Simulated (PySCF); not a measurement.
C₇H₇F (charge +1 and doublet state).
Geometry (GFN2-xTB, Å), atoms numbered from 1 in this order:
```
atom  x, y, z in Å
C1    -0.9593   -2.0912    1.7058
C2    -0.6292   -1.6087    0.6414
C3    -0.2342   -1.0517   -0.5795
C4     1.2562   -0.6585   -0.8306
C5     0.2873    0.3828   -0.5698
C6     0.1063    1.6002    0.2217
C7    -0.2917    1.6024   -1.2515
F8    -1.5962    1.6107   -1.5288
H9    -1.2409   -2.5440    2.6167
H10   -0.7923   -1.3917   -1.4459
H11    1.5735   -0.8787   -1.8427
H12    1.9919   -0.8827   -0.0690
H13    0.9768    2.1602    0.5338
H14   -0.7349    1.6632    0.9024
H15    0.2823    2.0958   -2.0314
```

As a line formula: `[CH+]=[C][C@@H]1C[C@]12C[C@@H]2F` [radical] (charge +1).

Method used: UKS B3LYP, pcH-1 on C F H, non-relativistic, mean-field spin-orbit, GIAO in PySCF 2.14.0. Geometry: GFN2-xTB; no solvent, vibrations or thermal averaging. Couplings are sensitive to structure, and on GFN2-xTB geometries they can be far from those on DFT ones, by a factor of two or more for some ions and for spin on atoms past the first row. Stability of the SCF solution: not tested.

Question: The isotropic 13C couplings are +27.9, -25.5, -18.5, +7.6, -5.5, +5.1, -3.2 MHz. Assign them to C1; C2; C3; C4; C5; C6; C7.

Answer: 
```tsv
site	a_iso (MHz)	ρ(0) (bohr⁻³)	position	distance from C1 (Å)	spin population	largest |T| (MHz)
C1	+27.9	+0.0248	largest spin population	0.00	+0.42	69.3
C2	-25.5	-0.0227	1 bond from C1	1.21	+0.01	15.4
C3	+5.1	+0.0045	2 bonds from C1	2.61	+0.18	38.1
C4	-3.2	-0.0029	3 bonds from C1	3.66	+0.10	21.8
C5	-18.5	-0.0165	3 bonds from C1	3.59	+0.07	31.1
C6	-5.5	-0.0049	4 bonds from C1	4.12	+0.04	9.6
C7	+7.6	+0.0067	4 bonds from C1	4.78	+0.15	34.6
```

Question: Match the computed a_iso(1H) values +49.4, -34.9, +29.0, -11.3, -9.2, -6.6, -4.4 MHz with the sites H9; H10; H11; H12; H13; H14; H15.

Answer: 
```
site  a_iso (MHz)  ρ(0) (bohr⁻³)                                         position  distance from C1 (Å)  bound to  spin population there  largest |T| (MHz)
  H9        -34.9        -0.0078                                   1 bond from C1                  1.06        C1                  +0.42               19.8
 H10        -11.3        -0.0025  3 bonds from C1, on C3 of spin population +0.18                  3.23        C3                  +0.18               10.8
 H11        +49.4        +0.0111                                  4 bonds from C1                  4.53        C4                  +0.10                8.2
 H12         -9.2        -0.0021                                  4 bonds from C1                  3.65        C4                  +0.10                7.2
 H13         -4.4        -0.0010                                  5 bonds from C1                  4.82        C6                  +0.04                4.1
 H14        +29.0        +0.0065                                  5 bonds from C1                  3.85        C6                  +0.04                3.2
 H15         -6.6        -0.0015  5 bonds from C1, on C7 of spin population +0.15                  5.75        C7                  +0.15               10.0
```

ρ(0) is the spin density at the nucleus and T the dipolar tensor. The Mulliken spin populations are largest on C1 (+0.42), C3 (+0.18), C7 (+0.15) and C4 (+0.10).

Examples of negative spin density at the nucleus (bohr⁻³): C2 (-0.0227), C5 (-0.0165) and H9 (-0.0078).

The SMILES `[CH+]=[C][C@@H]1C[C@]12C[C@@H]2F` draws the unpaired electron on C2, whose computed spin population is only +0.01.

Hardware: one thread of an Arm Neoverse V1, shared host with 32 logical CPUs at a one-minute load of 22. Cost: 78 s wall (with the writing of density and orbital grids), 0.97 GiB resident at most.
